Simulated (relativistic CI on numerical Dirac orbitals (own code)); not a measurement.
## How the errors of a small relativistic CI change along the 37-electron sequence

Levels calculated with a relativistic CI code on KLI orbitals, against measured ones, in five cumulative steps: (1) Dirac-Coulomb, each configuration alone; (2) with Breit and QED terms; (3) with configuration mixing; (4) with scaled Slater integrals; (5) with a P86 correlation estimate. Each ion has its own short list of configurations; levels above 2,000 cm⁻¹ that pair in every step are counted, and ions without enough such levels are left out. The scale is 0.85 up to charge 4 and 0.9 beyond; P86 is a density functional added for each configuration.

Median relative error (%):

| Ion | Ground | Levels | (1) | (2) | (3) | (4) | (5) |
| --- | --- | --- | --- | --- | --- | --- | --- |
| Rb I | 5s | 7 | 11.9 | 11.9 | 11.9 | 11.9 | 4.1 |
| Sr II | 5s | 11 | 7.2 | 7.1 | 7.1 | 7.1 | 4.5 |
| Zr IV | 4d | 22 | 3.4 | 3.3 | 3.5 | 3.4 | 0.4 |
| Nb V | 4s2 4d | 6 | 2.0 | 1.9 | 1.0 | 1.3 | 2.4 |
| Mo VI | 4d | 20 | 1.8 | 1.8 | 1.8 | 1.8 | 1.1 |

Mean absolute error (cm⁻¹):

| Ion | (1) | (2) | (3) | (4) | (5) |
| --- | --- | --- | --- | --- | --- |
| Rb I | 2203 | 2216 | 2217 | 2217 | 939 |
| Sr II | 3024 | 3034 | 3033 | 3033 | 1558 |
| Zr IV | 5401 | 5307 | 5975 | 5820 | 1375 |
| Nb V | 3389 | 3247 | 1530 | 1990 | 3560 |
| Mo VI | 5600 | 5519 | 4912 | 4528 | 3309 |

In step (3), fully ab initio, the relative error is 11.9 % for Rb I and 1.8 % for Mo VI, while the absolute error goes from 2217 to 4912 cm⁻¹. The relative error falls from the first to the last ion but not steadily, and the ground configuration changes on the way. The sets of levels differ from ion to ion, which blurs the trend. Mixing (step 3) lowers the mean absolute error for 3 of the 5 ions and scaling (step 4) for 2. The P86 step changes the mean absolute error by a factor of 0.4 for the first ion and 0.7 for the last.

Sources of the measured levels: Rb I, NIST Handbook of Basic Atomic Spectroscopic Data (Sansonetti and Martin, J. Phys. Chem. Ref. Data 34, 1559 (2005)); Sr II, NIST Handbook of Basic Atomic Spectroscopic Data (Sansonetti and Martin, J. Phys. Chem. Ref. Data 34, 1559 (2005)); Zr IV, measured levels as listed in Rauch et al., Astron. Astrophys. 599, A142 (2017); Nb V, Moore, Atomic Energy Levels, vol. II, NSRDS-NBS 35 (1971 reprint of NBS Circular 467, 1952); Mo VI, Sugar and Musgrove, J. Phys. Chem. Ref. Data 17, 155 (1988).
